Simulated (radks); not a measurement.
Q: All-electron atom: Ga V in [Ar] 3d9. All-electron calculation, Dirac Kohn-Sham, Slater X-alpha with alpha = 0.9, spin-unpolarised, spherical densities, finite nucleus; open shells are shared between the two j in proportion to 2j + 1; Fermi nuclear charge, rms radius 3.9973 fm. Program: a radial shooting solver on a logarithmic mesh with Libxc functionals.

Spin-orbit splittings of the eigenvalues, e(l+1/2) - e(l-1/2), with zeta = 2 splitting/(2l+1) and mean radii in bohr:

shell  occ.  splitting (eV)  zeta (eV)  <r> j=l-1/2  <r> j=l+1/2
2p        6           28.20      18.80       0.1871       0.1906
3p        6           3.834      2.556       0.6550       0.6649
3d        9               ?          ?       0.7174       0.7213

Estimate the 3d splitting.

A: 0.5472 eV (zeta = 0.2189 eV).
